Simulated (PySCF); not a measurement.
# Telling isomers of C₆H₉NP₂ apart by NMR

All values are calculated (PySCF 2.14): shieldings: GIAO PBE0/pcSseg-1, GFN2-xTB geometry. Equivalent nuclei averaged, non-relativistic Hamiltonian, a single conformation, gas phase.

δ = σ(ref) − σ, references computed at the same level: 1H, 13C against TMS. Splittings of carbon signals by F and P are missing where no couplings were computed. Where no couplings were computed, multiplicities follow the n + 1 count of equivalent neighbours, and m marks all less simple cases (inequivalent or close neighbours, rings, F or P nearby). Shifts are as computed. Against solution values, carbons near 30 ppm lie about +3 ppm off and those near 130 ppm about +5 ppm. Of 1211 compounds with measured shifts, 218 miss one by over three times the rms of a fit or turn the order of signals round; such compounds aren't used in these exercises.

(1) Tabulate the signals of `CN(C)c1cpcpc1`, `C=CC/P=P/CCC#N`, `CN(C)c1cpccp1`, `CN(C)c1pcccp1` and their relative energies.

(2) What is the quickest way to tell CN(C)c1cpcpc1 from C=CC/P=P/CCC#N?

(3) What is the quickest way to tell CN(C)c1cpcpc1 from CN(C)c1pcccp1?

(4) What is the quickest way to tell CN(C)c1cpcpc1 from CN(C)c1cpccp1?

Answers

(1) 
| SMILES | carbon types | δC | δH | E rel. (kcal/mol) |
| --- | --- | --- | --- | --- |
| CN(C)c1cpcpc1 | 1×C 3×CH 2×CH3 | 172.1, 153.7, 141.1, 40.8 | 9.63 (m, 1H), 8.04 (m, 2H), 3.18 (s, 6H) | 0.4 |
| C=CC/P=P/CCC#N | 1×C 1×CH 4×CH2 | 142.7, 125.3, 123.3, 49.1, 37.2, 18.6 | 5.83 (m, 1H), 5.64 (m, 1H), 5.46 (m, 1H), 4.16 (m, 2H), 3.22 (m, 2H), 2.74 (m, 2H) | 18.7 |
| CN(C)c1cpccp1 | 1×C 3×CH 2×CH3 | 179.7, 166.8, 150.4, 138.6, 44.3 | 9.55 (m, 1H), 8.86 (m, 1H), 8.21 (m, 1H), 3.36 (s, 6H) | 1.9 |
| CN(C)c1pcccp1 | 1×C 3×CH 2×CH3 | 208.0, 161.5, 129.5, 46.3 | 9.04 (m, 2H), 7.95 (m, 1H), 3.45 (s, 6H) | 0.0 |

Energies are electronic energies at PBE0/pcSseg-1 on these geometries, without zero-point or thermal terms, each for the one conformer computed, which needn't be the lowest.

(2) Count the carbon signals: 4 against 6. The first has a methyl carbon bonded to N (CH3) at 40.8 ppm, the second a terminal =CH2 carbon at 125.3 ppm. Their most deshielded carbons lie at 172.1 and 142.7 ppm. In the proton spectra the most deshielded non-exchanging signals are 9.63 (m, 1H) and 5.83 (m, 1H).

(3) Both give the same number of carbon signals, with the same numbers of each carbon type, so the positions decide. The first has an aromatic carbon bearing nitrogen (C) at 153.7 ppm, the second an aromatic carbon bearing nitrogen (C) at 208.0 ppm. Their most deshielded carbons lie at 172.1 and 208.0 ppm. In the proton spectra the most deshielded non-exchanging signals are 9.63 (m, 1H) and 9.04 (m, 2H).

(4) Count the carbon signals: 4 against 5. The first has an aromatic carbon bearing nitrogen (C) at 153.7 ppm, the second an aromatic carbon bearing nitrogen (C) at 179.7 ppm. Their most deshielded carbons lie at 172.1 and 179.7 ppm.
